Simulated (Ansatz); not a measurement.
Reaction (atomization): `C[CH](C)[Ge]([Cl])([Cl])[CH](C)C` → 6 C• + 2 Cl• + Ge• + 14 H•

Computed with Ansatz on PBE0-D4/def2-TZVP structures; ΔE is electronic, products minus reactants. CBS: MP2 limit from def2 TZ/QZ plus the TZ coupled-cluster correction, frozen cores. This one scheme is used for every species, atoms too. Functionals use def2-TZVPP. Open shells (•) are unrestricted, without spin–orbit coupling. Spin–orbit coupling would lower the free atoms: a little for C, Cl; clearly for Ge. For Ge outer-core shells are correlated without core-valence functions, so the limit isn't a true one: a few kJ/mol of doubt a bond, and 10 to 20 or more in all where bonds break to atoms. Scalar relativity is left out up to krypton. Each species was taken in one conformer, which may not be the lowest.

CCSD(T)/CBS gives +8811.3 kJ/mol.

Question: Another level gave +8684.4 kJ/mol. Which?
A. PBE/def2-TZVPP
B. SCS-MP2/def2-TZVPP
C. ωB97X-V/def2-TZVPP
D. r2SCAN-D4/def2-TZVPP

Answer: B. SCS-MP2/def2-TZVPP 8684.4, ωB97X-V 8822.8, PBE 8873.5, r2SCAN-D4 8831.3 kJ/mol.

Largest T1 diagnostic among the species: 0.009.

The D4 term adds +111.0 kJ/mol with B3LYP and +60.8 kJ/mol with PBE0; it sums over pairs of atoms, weighted by their polarisabilities, and B3LYP, whose exchange is more repulsive, gets the larger term. From PBE to PBE0 (25 % exact exchange), in def2-TZVPP and without D4, ΔE moves by −74.7 kJ/mol: exact exchange takes away binding that semilocal exchange gives to molecules.

B3LYP here is the variant with VWN-RPA as its local correlation; programs differ in this.

For atomizations the MP2-based limit and the directly extrapolated one differ by several kJ/mol either way, and by 10 to 25 for some Ge, Se and Sn compounds, so smaller differences from it don't rank the levels.
